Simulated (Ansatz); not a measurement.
`[Cl][Sn]([Cl])([I])[I]`, relaxed with RKS PBE-D4/def2-SVP in Ansatz from a rough embedded geometry. The force threshold is 0.03 eV/Å; the program also tests the step.

The species carries charge 0 and has multiplicity 1. Sn, I takes the def2 core potential.

Start:

```xyz
5

Cl    0.770    1.949   -1.217
Sn    0.026    0.072    0.012
Cl    0.433    0.474    2.274
I    -2.595   -0.319   -0.303
I     1.366   -2.177   -0.766
```

```tsv
step	energy (eV)	largest force (eV/Å)	largest move (Å)
1	-47064.6910	0.555	0.000
2	-47064.7092	0.107	0.069
3	-47064.7106	0.012	0.015
```

End:

```xyz
5

Cl    0.752    1.909   -1.210
Sn    0.018    0.035    0.016
Cl    0.466    0.479    2.286
I    -2.634   -0.281   -0.330
I     1.398   -2.142   -0.763
```

Hardware: 8 threads of an Intel Xeon 6975P-C on a shared host. Wall time 1.6 s, peak host memory 0.24 GiB.
